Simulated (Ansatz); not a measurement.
Ga (SMILES [Ga-]), charge -1, triplet (a gas-phase anion, which may not be bound at this level); Ansatz (a first-principles code) with B3LYP/def2-SVP.

The Ansatz input:
Ansatz 0.2 input:
```yaml
crystal:
  periodic: [false, false, false]
  atoms:
    - {symbol: Ga, position_ang: [0.00000000, 0.00000000, 0.00000000]}
basis:
  gaussian:
    orbitals: def2-SVP
hamiltonian:
  xc: b3lyp
total_charge: -1
magnetization: {spin_polarized: true, initial_magnetization: 2}
scf: {lower_state_search: light}
```

The log (banner, timings and long lists left out):

```
Functional definition: B3LYP
221 factors; integrals over basis functions are off by at most 5.4e-4 eV
mean field evaluation 1: about -52370.2350 eV, gradient 2.1e1 eV
mean field evaluation 2: about -52369.8479 eV, gradient 2.6e1 eV
mean field evaluation 4: about -52371.2193 eV, gradient 1.7e-1 eV
mean field evaluation 8: about -52371.2195 eV, gradient 6.8e-5 eV
mean field evaluation 16: about -52371.1640 eV, gradient 2.1e0 eV
mean field -52371.21945125 eV, -1924.6068163458 hartree, gradient 6.8e-5 eV, S^2 2.001961; 1 other end points of the search recorded, 0 dependent functions left out
reference -52371.21958131 eV, -1924.6068211255 hartree; 17, 15 occupied and 15, 17 virtual orbitals, 221 factors
Total energy: -52371.21958131 eV, -1924.6068211255 hartree
```
